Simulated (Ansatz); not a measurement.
One change: `C=[N][SnH]([CH3])[OH]` becomes `C[O][SnH]([CH3])[OH]`.

Ansatz, PBE0-D4/def2-TZVP geometries, multiplicity 1. Each molecule was computed in one conformer, which needn't be the lowest.

Elements past krypton have def2 core potentials.

```csv
property,`C=[N][SnH]([CH3])[OH]`
LUMO energy (ωB97M-V/def2-TZVPP) / eV,1.47
HOMO–LUMO gap (ωB97M-V/def2-TZVPP) / eV,10.41
HOMO energy (PBE0/def2-TZVPP) / eV,-6.66
HOMO–LUMO gap (B3LYP/def2-TZVPP) / eV,5.71
LUMO energy (PBE/def2-TZVPP) / eV,-1.61
HOMO energy (B3LYP/def2-TZVPP) / eV,-6.46
```

Question: What does the change do to each property? (An estimate is asked.)

Answer: The calculation gave: 
```
                               property  `C[O][SnH]([CH3])[OH]`  shift
  LUMO energy (ωB97M-V/def2-TZVPP) / eV                    1.52   0.05
HOMO–LUMO gap (ωB97M-V/def2-TZVPP) / eV                   11.42   1.01
     HOMO energy (PBE0/def2-TZVPP) / eV                   -7.51  -0.85
  HOMO–LUMO gap (B3LYP/def2-TZVPP) / eV                    6.85   1.14
      LUMO energy (PBE/def2-TZVPP) / eV                   -1.03   0.58
    HOMO energy (B3LYP/def2-TZVPP) / eV                   -7.27  -0.81
```

With PBE0 the HOMO falls by 0.85 eV and the LUMO rises by 0.42 eV, so the gap widens by about 1.27 eV. PBE moves the HOMO by -0.61 eV and ωB97M-V by -0.96 eV.

B3LYP here is the variant with VWN-RPA as its local correlation; programs differ in this.
